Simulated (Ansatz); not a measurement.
Ansatz (a program for electronic structure) input for WO₂Cl₂, SMILES [W]([Cl])(=[O])(=[O])[Cl], multiplicity 1, PBE-D3(BJ)/def2-SVP. 

Ansatz 0.2 input:
```yaml
crystal:
  periodic: [false, false, false]
  atoms:
    - {symbol: W, position_ang: [-0.00000000, -0.00000000, 0.20864120]}
    - {symbol: O, position_ang: [-0.00000000, 1.36399194, 1.22931275]}
    - {symbol: O, position_ang: [0.00000000, -1.36399195, 1.22931275]}
    - {symbol: Cl, position_ang: [-1.91516180, -0.00000000, -1.03260156]}
    - {symbol: Cl, position_ang: [1.91516180, 0.00000000, -1.03260156]}
basis:
  gaussian:
    orbitals: def2-SVP
hamiltonian:
  xc: pbe
  dispersion: d3bj
relax: {f_tol: 0.002, max_steps: 200}
```

Output:

```
WARN ansatz: RAYON_NUM_THREADS=2 ignored (pool sized by the plan → 2); use --threads N
Functional definition: PBE
integrals: 0.04 GiB planned
983 factors; their error is unknown
mean field: 0.25 GiB planned
mean field evaluation 1: about -30930.6677 eV, gradient 9.4e1 eV
mean field evaluation 2: about -30556.4491 eV, gradient 3.4e2 eV
mean field evaluation 4: about -30946.6517 eV, gradient 1.9e1 eV
mean field evaluation 8: about -30947.2912 eV, gradient 1.3e0 eV
mean field evaluation 16: about -30947.2338 eV, gradient 9.0e-4 eV
mean field -30947.23384392 eV, -1137.2898669755 hartree, gradient 5.0e-5 eV, S^2 0.000000; 0 other end points of the search recorded, 0 dependent functions left out
the calculation of the forces begins
reference -30947.23390503 eV, -1137.2898692214 hartree; 32, 32 occupied and 64, 64 virtual orbitals, 983 factors
relax step   1: F+E_penalty+E_count = -30947.39321890 eV  Δ(F+E_penalty+E_count) = +0.000e0 eV  max|allowed force component| = 9.263e-1 eV/Å  Δτ_max = 0.0000 Å  (33 SCF iters, accepted)
these checks for a lower state are left out or cut short: starts, cluster_reference, orbital_swaps, neighbouring_geometries, increment
integrals: 0.04 GiB planned
983 factors; their error is unknown
mean field: 0.25 GiB planned
mean field -30947.24257408 eV, -1137.2901878031 hartree, gradient 2.3e-5 eV, S^2 0.000000; 0 other end points of the search recorded, 0 dependent functions left out
the calculation of the forces begins
reference -30947.24263520 eV, -1137.2901900492 hartree; 32, 32 occupied and 64, 64 virtual orbitals, 983 factors
relax step   2: F+E_penalty+E_count = -30947.40149549 eV  Δ(F+E_penalty+E_count) = -8.277e-3 eV  max|allowed force component| = 2.836e-2 eV/Å  Δτ_max = 0.0134 Å  (31 SCF iters, accepted)
these checks for a lower state are left out or cut short: starts, cluster_reference, orbital_swaps, neighbouring_geometries, increment
integrals: 0.04 GiB planned
983 factors; their error is unknown
mean field: 0.25 GiB planned
mean field evaluation 32: about -30947.3031 eV, gradient 1.4e-3 eV
mean field -30947.24260789 eV, -1137.2901890457 hartree, gradient 2.0e-5 eV, S^2 0.000000; 0 other end points of the search recorded, 0 dependent functions left out
the calculation of the forces begins
reference -30947.24266905 eV, -1137.2901912930 hartree; 32, 32 occupied and 64, 64 virtual orbitals, 983 factors
relax step   3: F+E_penalty+E_count = -30947.40158600 eV  Δ(F+E_penalty+E_count) = -9.051e-5 eV  max|allowed force component| = 2.799e-3 eV/Å  Δτ_max = 0.0031 Å  (31 SCF iters, accepted)
these checks for a lower state are left out or cut short: starts, cluster_reference, orbital_swaps, neighbouring_geometries, increment
integrals: 0.04 GiB planned
983 factors; their error is unknown
mean field: 0.25 GiB planned
mean field -30947.24261149 eV, -1137.2901891780 hartree, gradient 3.2e-5 eV, S^2 0.000000; 0 other end points of the search recorded, 0 dependent functions left out
the calculation of the forces begins
reference -30947.24267265 eV, -1137.2901914254 hartree; 32, 32 occupied and 64, 64 virtual orbitals, 983 factors
relax step   4: F+E_penalty+E_count = -30947.40158819 eV  Δ(F+E_penalty+E_count) = -2.189e-6 eV  max|allowed force component| = 3.994e-4 eV/Å  Δτ_max = 0.0007 Å  (21 SCF iters, accepted)
integrals: 0.04 GiB planned
983 factors; their error is unknown
mean field: 0.25 GiB planned
mean field evaluation 64: about -30947.2426 eV, gradient 3.8e-4 eV
mean field -30947.24261149 eV, -1137.2901891780 hartree, gradient 3.2e-5 eV, S^2 0.000000; 1 other end points of the search recorded, 0 dependent functions left out
the calculation of the forces begins
reference -30947.24267265 eV, -1137.2901914254 hartree; 32, 32 occupied and 64, 64 virtual orbitals, 983 factors
Total energy: -30947.40164934 eV, -1137.2960337110 hartree
Atom 0 at    -0.000000    -0.000000     0.195892 Å, force     0.000000     0.000000    -0.000394 eV/Å
Atom 1 at     0.000000     1.368945     1.228727 Å, force     0.000000     0.000399     0.000357 eV/Å
Atom 2 at     0.000000    -1.368946     1.228727 Å, force     0.000000    -0.000399     0.000357 eV/Å
Atom 3 at    -1.926250     0.000000    -1.025641 Å, force     0.000289     0.000000    -0.000160 eV/Å
Atom 4 at     1.926250     0.000000    -1.025641 Å, force    -0.000289     0.000000    -0.000160 eV/Å
Dipole moment:     0.000000     0.000000    -0.376339 e Å
```

The calculation finished and met its thresholds.

Cost: about 16 core-seconds (a rough figure).
